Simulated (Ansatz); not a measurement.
A rate constant, worked out

An elementary step of AlH2BrO, singlet (AlH₂BrO ([OH][AlH][Br]) → AlHO ([OH][Al]) + HBr; Al–Br, Al–H broken or loosened, Br–H formed or tightened). The start structure is the reactant molecule, and the electronic barrier above it is 2.996 eV by CCSD(T) at an estimated basis limit (MP2 extrapolated from triple and quadruple zeta, plus CCSD(T) − MP2 in triple zeta). Computed with Ansatz 0.2.0 (basis: def2-TZVPP and def2-QZVPP); correlated methods freeze the cores. Filled d shells of the heavier atoms are correlated. The def2 sets are not built for correlating such inner shells, so the correlated values are less sure here. Extrapolation: Hartree–Fock as exp(−7.88 √X), correlation as X^−2.97. Harmonic wavenumbers at PBE0-D4/def2-TZVP (Ansatz 0.2.0), in cm⁻¹:

Start: 177, 377, 401, 483, 600, 679, 880, 2011, 3958.

Saddle: 834i, 103, 300, 319, 353, 558, 872, 1469, 3936.

Q: Work out the transition-state-theory rate constant at 500 K from these numbers alone (harmonic vibrations; rotation, path degeneracy and anharmonicity left out), and the Wigner tunnelling factor. Use 1 cm⁻¹ = 1.2398 × 10⁻⁴ eV and k_B = 8.617 × 10⁻⁵ eV/K.

A: Zero-point energies, half the sums: start 9566/2 cm⁻¹ = 0.5930 eV; saddle, real modes only, 7910/2 cm⁻¹ = 0.4904 eV.
Barrier with zero-point energy: 2.996 + 0.4904 − 0.5930 = 2.8934 eV.
k_BT = 0.04309 eV, so the barrier is 67.15 k_BT.
Vibrational partition functions from the zero-point level, ln q = −Σ ln(1 − exp(−hν/k_BT)): start 2.431, saddle 3.191.
k = (k_BT/h) exp(ln q‡ − ln q) exp(−E0/k_BT), with log₁₀(k_BT/h in s⁻¹) = 13.02: log₁₀ k = 13.02 + (0.760 − 67.15)/2.3026 = -15.81, so k ≈ 2 × 10^(-16) s⁻¹.
Wigner factor: 1 + (hν‡/k_BT)²/24 = 1 + (2.40)²/24 = 1.24. A change of 1 kcal/mol (0.043 eV) in the barrier would change k by a factor of 2.7 at this temperature.

T1 diagnostic: at most 0.013. The restricted Hartree–Fock reference is unstable towards an unrestricted one at one or more of these structures.

Labels in which every atom is bracketed show which atoms are joined, not bond orders.

For scale, one of the runs: CCSD(T)/def2-TZVPP, 149 basis functions (an equivalent command: `ansatz run in.yaml --threads 2`). Time: 21 s of wall clock on 2 CPU threads; the host was shared. Peak host memory: 0.95 GiB.
